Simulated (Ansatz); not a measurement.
[WO3(OH)]- (WO4H⁻). The state is a singlet with charge -1. Geometry r2SCAN-D4/def2-SVPD, basis def2-TZVPD, Ansatz.

Cartesian coordinates in Å:
```
W 0.262 -0.006 -0.377
O -0.212 0.526 -1.986
O 1.650 0.920 0.187
O 0.694 -1.714 -0.400
O -1.257 0.275 0.830
H -1.138 -0.001 1.745
```

```
run  HOMO (eV)  LUMO (eV)
  A      -1.86       3.10
  B      -3.09       3.12
  C      -5.50       4.30
  D      -1.55       2.55
  E      -2.68       2.82
  F      -1.80       2.48
```

In the def2 sets W takes a core potential; there is no spin–orbit coupling. HSE06 is defined as in plane-wave codes, on full-range PBE exchange.

Problem. The runs used HSE06, LDA (SPW92), PBE, PBE0, r2SCAN, ωB97X-V. Estimate which is which.

Solution. A r2SCAN (0 % exact exchange); B PBE0 (25 % exact exchange); C ωB97X-V (range-separated); D PBE (0 % exact exchange); E HSE06 (range-separated); F LDA (SPW92) (0 % exact exchange). Exact exchange lowers occupied and raises empty levels; among semilocal functionals meta-GGAs tend to open the gap a little, and such runs are hard to tell apart. The gap grows from 4.10 eV (PBE) to 9.80 eV (ωB97X-V).
